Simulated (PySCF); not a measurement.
ZnO⁺, PBE0: how much the basis matters

PySCF, UKS reference; doublet, unpaired electrons π ↑; De to Zn⁺ + O without counterpoise correction.

```
             basis                           relativity  functions  Re (Å)  ωe (cm⁻¹)  De (eV)  μ (D)
cc-pVDZ-PP/cc-pVDZ  scalar-relativistic core potentials         52   1.784        641     1.63  -4.38
         def2-SVPD                        no relativity         57   1.804        630     1.70  -4.84
     jorge-DZP-DKH                        spin-free X2C         58   1.792        640     1.57  -4.51
       def2-TZVPPD                        no relativity        107   1.796        638     1.56  -4.55
```

(1) How does each smaller set differ from the one with most functions, def2-TZVPPD?

A positive dipole points towards O; it is taken about the centre of mass and depends on that origin. For an ion De counts to the pair picked by the measured ionisation energies or electron affinities, which need not be the lowest pair at this level. The state is the lowest determinant that a PBE0 search found; another state may lie lower at other levels.

Answers

(1) cc-pVDZ-PP/cc-pVDZ: -1.2 pm, +0.5 % in ωe, +0.07 eV in De; def2-SVPD: +0.8 pm, -1.3 % in ωe, +0.14 eV in De; jorge-DZP-DKH: -0.4 pm, +0.3 % in ωe, +0.01 eV in De. All at PBE0; the set with most functions is neither the basis-set limit nor always the best. The rows treat relativity differently, so the differences are not basis effects alone.
